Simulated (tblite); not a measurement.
A geometry optimisation, step by step.

Species: C₇H₁₄P₂.
Numbering: `[CH3:1][C:2]#[C:3][P:4]([CH3:5])[CH2:6][P:7]([CH3:8])[CH3:9]` (hydrogens: H10, H11, H12 on C1; H13, H14, H15 on C5; H16, H17 on C6; H18, H19, H20 on C8; H21, H22, H23 on C9)

Computed with GFN2-xTB (tblite), gas phase: L-BFGS steps from a force-field or distance-geometry start until the largest atomic force falls under 0.01 eV/Å. 4 of its 69 geometries are shown.

Step 0: E = -736.9310 eV, largest atomic force 3.053 eV/Å
```
atom  x, y, z in Å  |  force x, y, z in eV/Å
C1      4.226    0.918    1.665   -0.768  -0.035   0.022
C2      3.034    0.215    1.162    2.047   1.158   0.891
C3      2.082   -0.381    0.771   -2.505  -1.156  -1.308
P4      0.599   -1.270    0.146    0.599  -0.098   1.125
C5      1.141   -1.597   -1.563    0.214   0.406  -0.887
C6     -0.541    0.167   -0.129    0.187   0.824   0.404
P7     -2.187   -0.229   -0.891    0.151  -0.777  -0.465
C8     -3.029   -0.994    0.554   -0.375  -0.354   0.228
C9     -2.945    1.434   -0.838   -0.315   0.885   0.513
H10     5.032    0.867    0.946    0.120  -0.073  -0.225
H11     4.564    0.485    2.605   -0.082  -0.098  -0.022
H12     3.986    1.974    1.844   -0.023  -0.203  -0.075
H13     0.322   -2.029   -2.147   -0.008   0.054   0.198
H14     1.476   -0.681   -2.074   -0.115  -0.132   0.160
H15     1.970   -2.298   -1.579    0.049  -0.126   0.167
H16    -0.708    0.661    0.850    0.060  -0.193  -0.218
H17    -0.034    0.898   -0.771   -0.049   0.012  -0.078
H18    -2.943   -0.392    1.452    0.112   0.216   0.143
H19    -4.101   -1.123    0.341    0.340   0.045  -0.103
H20    -2.612   -1.986    0.769    0.012   0.225  -0.187
H21    -4.010    1.387   -1.112    0.375  -0.147   0.046
H22    -2.451    2.107   -1.547   -0.027  -0.191   0.053
H23    -2.876    1.894    0.169    0.001  -0.241  -0.382
```

Step 23: E = -737.1321 eV, largest atomic force 0.065 eV/Å
```
atom  x, y, z in Å  |  force x, y, z in eV/Å
C1      4.151    0.891    1.639   -0.001  -0.008  -0.003
C2      2.974    0.211    1.147   -0.053  -0.033  -0.017
C3      1.999   -0.346    0.710    0.010   0.012   0.004
P4      0.570   -1.251    0.194    0.002   0.001  -0.009
C5      1.106   -1.561   -1.553   -0.024  -0.001   0.014
C6     -0.511    0.240   -0.097    0.024  -0.011   0.001
P7     -2.107   -0.266   -0.907    0.028   0.033   0.045
C8     -2.960   -0.999    0.558   -0.007  -0.021   0.001
C9     -2.902    1.404   -0.833   -0.026   0.026  -0.019
H10     4.957    0.821    0.908    0.013  -0.017  -0.001
H11     4.472    0.426    2.571    0.043   0.023   0.019
H12     3.934    1.943    1.820   -0.022   0.007   0.014
H13     0.274   -1.986   -2.114   -0.012   0.011   0.026
H14     1.436   -0.639   -2.031    0.009  -0.030   0.019
H15     1.924   -2.282   -1.536   -0.027   0.038  -0.025
H16    -0.709    0.723    0.867    0.001  -0.020  -0.035
H17     0.006    0.950   -0.751   -0.003  -0.013   0.013
H18    -2.872   -0.355    1.433    0.016  -0.026  -0.023
H19    -4.012   -1.127    0.306   -0.014  -0.002   0.009
H20    -2.542   -1.979    0.778    0.061   0.013   0.004
H21    -3.951    1.315   -1.109   -0.017  -0.008  -0.011
H22    -2.416    2.068   -1.546    0.003   0.010   0.006
H23    -2.826    1.824    0.170   -0.006   0.017  -0.030
```

Step 45: E = -737.1429 eV, largest atomic force 0.050 eV/Å
```
atom  x, y, z in Å  |  force x, y, z in eV/Å
C1      4.142    0.875    1.648    0.016   0.011   0.010
C2      2.971    0.173    1.175    0.021   0.027   0.001
C3      1.994   -0.372    0.727   -0.002   0.000  -0.027
P4      0.545   -1.239    0.209   -0.024  -0.041   0.016
C5      1.046   -1.557   -1.544    0.001   0.005   0.006
C6     -0.497    0.279   -0.083    0.011  -0.003  -0.014
P7     -2.078   -0.236   -0.910   -0.009   0.001  -0.016
C8     -2.890   -1.014    0.553    0.000   0.001   0.000
C9     -2.918    1.413   -0.859    0.001   0.004   0.007
H10     4.941    0.810    0.909    0.003  -0.007  -0.001
H11     4.489    0.437    2.584   -0.002  -0.008   0.005
H12     3.903    1.925    1.816    0.005   0.000   0.006
H13     0.186   -1.940   -2.092   -0.008   0.005   0.010
H14     1.408   -0.647   -2.020    0.002   0.013   0.001
H15     1.835   -2.308   -1.553   -0.001  -0.013   0.003
H16    -0.701    0.765    0.876   -0.009  -0.008  -0.003
H17     0.041    0.978   -0.730    0.012   0.021  -0.017
H18    -2.834   -0.368    1.428   -0.003   0.018   0.002
H19    -3.933   -1.213    0.312   -0.001  -0.014  -0.002
H20    -2.393   -1.958    0.767   -0.004  -0.009   0.003
H21    -3.959    1.295   -1.153   -0.003  -0.015  -0.001
H22    -2.434    2.078   -1.573    0.000   0.009  -0.004
H23    -2.869    1.851    0.137   -0.004   0.002   0.014
```

Step 68: E = -737.1452 eV, largest atomic force 0.010 eV/Å
```
atom  x, y, z in Å  |  force x, y, z in eV/Å
C1      4.161    0.871    1.661   -0.002  -0.005   0.000
C2      2.985    0.191    1.166   -0.009  -0.004   0.000
C3      2.008   -0.347    0.709    0.000  -0.001  -0.004
P4      0.551   -1.217    0.216   -0.001   0.004   0.002
C5      1.027   -1.565   -1.538    0.000   0.000   0.005
C6     -0.492    0.296   -0.096   -0.004   0.001  -0.001
P7     -2.072   -0.227   -0.922   -0.003   0.000   0.000
C8     -2.875   -1.017    0.541    0.003  -0.001   0.001
C9     -2.936    1.409   -0.856    0.001   0.000   0.001
H10     4.969    0.803    0.932    0.000   0.001  -0.001
H11     4.487    0.414    2.595    0.007   0.001   0.004
H12     3.935    1.923    1.841    0.006   0.000  -0.001
H13     0.143   -1.913   -2.072    0.008  -0.001  -0.002
H14     1.421   -0.673   -2.022   -0.001  -0.002   0.005
H15     1.781   -2.350   -1.551   -0.002   0.003  -0.002
H16    -0.702    0.787    0.860   -0.003   0.006  -0.004
H17     0.048    0.993   -0.745   -0.008   0.000  -0.003
H18    -2.859   -0.352    1.404    0.001  -0.005   0.001
H19    -3.905   -1.265    0.290    0.007   0.000  -0.004
H20    -2.343   -1.936    0.780   -0.002  -0.002   0.003
H21    -3.974    1.273   -1.153    0.003   0.000   0.000
H22    -2.464    2.092   -1.561   -0.003   0.001   0.002
H23    -2.898    1.836    0.146    0.001   0.004  -0.001
```

Question: Summarise the path.

Answer: The energy falls by 0.2142 eV from step 0 to step 68; nine tenths of that is first reached at step 16. It rises by more than 0.2 meV at step 1. The largest force goes from 3.053 to 0.010 eV/Å. Among the bonds C3–P4 changes most, from 1.839 to 1.767 Å; the atoms move by 0.136 Å rms after alignment.

Question: Follow the three bonds and two angles with the largest change from start to end.

Answer: 
```json
{"step": "0", "E above end (eV)": "0.2142", "largest force (eV/Å)": "3.053", "C3–P4 (Å)": "1.839", "P4–C5 (Å)": "1.823", "C1–C2 (Å)": "1.473", "P4–C6–P7 (°)": "116.2", "C2–C3–P4 (°)": "178.7"}
{"step": "3", "E above end (eV)": "0.0901", "largest force (eV/Å)": "0.440", "C3–P4 (Å)": "1.800", "P4–C5 (Å)": "1.859", "C1–C2 (Å)": "1.461", "P4–C6–P7 (°)": "115.1", "C2–C3–P4 (°)": "178.9"}
{"step": "6", "E above end (eV)": "0.0547", "largest force (eV/Å)": "0.363", "C3–P4 (Å)": "1.771", "P4–C5 (Å)": "1.863", "C1–C2 (Å)": "1.449", "P4–C6–P7 (°)": "114.6", "C2–C3–P4 (°)": "173.3"}
{"step": "9", "E above end (eV)": "0.0354", "largest force (eV/Å)": "0.142", "C3–P4 (Å)": "1.773", "P4–C5 (Å)": "1.849", "C1–C2 (Å)": "1.447", "P4–C6–P7 (°)": "114.0", "C2–C3–P4 (°)": "170.2"}
{"step": "12", "E above end (eV)": "0.0280", "largest force (eV/Å)": "0.111", "C3–P4 (Å)": "1.769", "P4–C5 (Å)": "1.853", "C1–C2 (Å)": "1.448", "P4–C6–P7 (°)": "113.5", "C2–C3–P4 (°)": "170.7"}
{"step": "15", "E above end (eV)": "0.0216", "largest force (eV/Å)": "0.146", "C3–P4 (Å)": "1.767", "P4–C5 (Å)": "1.854", "C1–C2 (Å)": "1.444", "P4–C6–P7 (°)": "112.3", "C2–C3–P4 (°)": "171.8"}
{"step": "18", "E above end (eV)": "0.0163", "largest force (eV/Å)": "0.059", "C3–P4 (Å)": "1.769", "P4–C5 (Å)": "1.850", "C1–C2 (Å)": "1.447", "P4–C6–P7 (°)": "110.9", "C2–C3–P4 (°)": "174.0"}
{"step": "21", "E above end (eV)": "0.0143", "largest force (eV/Å)": "0.060", "C3–P4 (Å)": "1.769", "P4–C5 (Å)": "1.852", "C1–C2 (Å)": "1.448", "P4–C6–P7 (°)": "110.6", "C2–C3–P4 (°)": "174.8"}
{"step": "24", "E above end (eV)": "0.0122", "largest force (eV/Å)": "0.111", "C3–P4 (Å)": "1.768", "P4–C5 (Å)": "1.853", "C1–C2 (Å)": "1.444", "P4–C6–P7 (°)": "110.3", "C2–C3–P4 (°)": "175.2"}
{"step": "27", "E above end (eV)": "0.0091", "largest force (eV/Å)": "0.065", "C3–P4 (Å)": "1.766", "P4–C5 (Å)": "1.850", "C1–C2 (Å)": "1.444", "P4–C6–P7 (°)": "110.0", "C2–C3–P4 (°)": "175.6"}
{"step": "30", "E above end (eV)": "0.0065", "largest force (eV/Å)": "0.081", "C3–P4 (Å)": "1.767", "P4–C5 (Å)": "1.852", "C1–C2 (Å)": "1.448", "P4–C6–P7 (°)": "109.6", "C2–C3–P4 (°)": "175.5"}
{"step": "33", "E above end (eV)": "0.0047", "largest force (eV/Å)": "0.049", "C3–P4 (Å)": "1.768", "P4–C5 (Å)": "1.851", "C1–C2 (Å)": "1.445", "P4–C6–P7 (°)": "109.4", "C2–C3–P4 (°)": "175.5"}
{"step": "35", "E above end (eV)": "0.0042", "largest force (eV/Å)": "0.032", "C3–P4 (Å)": "1.767", "P4–C5 (Å)": "1.850", "C1–C2 (Å)": "1.445", "P4–C6–P7 (°)": "109.5", "C2–C3–P4 (°)": "175.5"}
{"step": "38", "E above end (eV)": "0.0039", "largest force (eV/Å)": "0.021", "C3–P4 (Å)": "1.768", "P4–C5 (Å)": "1.851", "C1–C2 (Å)": "1.446", "P4–C6–P7 (°)": "109.4", "C2–C3–P4 (°)": "175.3"}
{"step": "41", "E above end (eV)": "0.0033", "largest force (eV/Å)": "0.069", "C3–P4 (Å)": "1.769", "P4–C5 (Å)": "1.852", "C1–C2 (Å)": "1.446", "P4–C6–P7 (°)": "109.0", "C2–C3–P4 (°)": "174.9"}
{"step": "44", "E above end (eV)": "0.0026", "largest force (eV/Å)": "0.031", "C3–P4 (Å)": "1.766", "P4–C5 (Å)": "1.851", "C1–C2 (Å)": "1.445", "P4–C6–P7 (°)": "108.7", "C2–C3–P4 (°)": "175.0"}
{"step": "47", "E above end (eV)": "0.0020", "largest force (eV/Å)": "0.029", "C3–P4 (Å)": "1.766", "P4–C5 (Å)": "1.851", "C1–C2 (Å)": "1.446", "P4–C6–P7 (°)": "108.5", "C2–C3–P4 (°)": "174.8"}
{"step": "50", "E above end (eV)": "0.0016", "largest force (eV/Å)": "0.052", "C3–P4 (Å)": "1.768", "P4–C5 (Å)": "1.851", "C1–C2 (Å)": "1.446", "P4–C6–P7 (°)": "108.5", "C2–C3–P4 (°)": "174.4"}
{"step": "53", "E above end (eV)": "0.0012", "largest force (eV/Å)": "0.027", "C3–P4 (Å)": "1.766", "P4–C5 (Å)": "1.850", "C1–C2 (Å)": "1.446", "P4–C6–P7 (°)": "108.5", "C2–C3–P4 (°)": "174.0"}
{"step": "56", "E above end (eV)": "0.0007", "largest force (eV/Å)": "0.053", "C3–P4 (Å)": "1.766", "P4–C5 (Å)": "1.851", "C1–C2 (Å)": "1.446", "P4–C6–P7 (°)": "108.6", "C2–C3–P4 (°)": "173.9"}
{"step": "59", "E above end (eV)": "0.0003", "largest force (eV/Å)": "0.019", "C3–P4 (Å)": "1.767", "P4–C5 (Å)": "1.851", "C1–C2 (Å)": "1.446", "P4–C6–P7 (°)": "108.7", "C2–C3–P4 (°)": "173.5"}
{"step": "62", "E above end (eV)": "0.0002", "largest force (eV/Å)": "0.010", "C3–P4 (Å)": "1.767", "P4–C5 (Å)": "1.850", "C1–C2 (Å)": "1.446", "P4–C6–P7 (°)": "108.7", "C2–C3–P4 (°)": "173.6"}
{"step": "65", "E above end (eV)": "0.0001", "largest force (eV/Å)": "0.016", "C3–P4 (Å)": "1.767", "P4–C5 (Å)": "1.851", "C1–C2 (Å)": "1.446", "P4–C6–P7 (°)": "108.7", "C2–C3–P4 (°)": "173.6"}
{"step": "68", "E above end (eV)": "0.0000", "largest force (eV/Å)": "0.010", "C3–P4 (Å)": "1.767", "P4–C5 (Å)": "1.850", "C1–C2 (Å)": "1.446", "P4–C6–P7 (°)": "108.7", "C2–C3–P4 (°)": "173.7"}
```
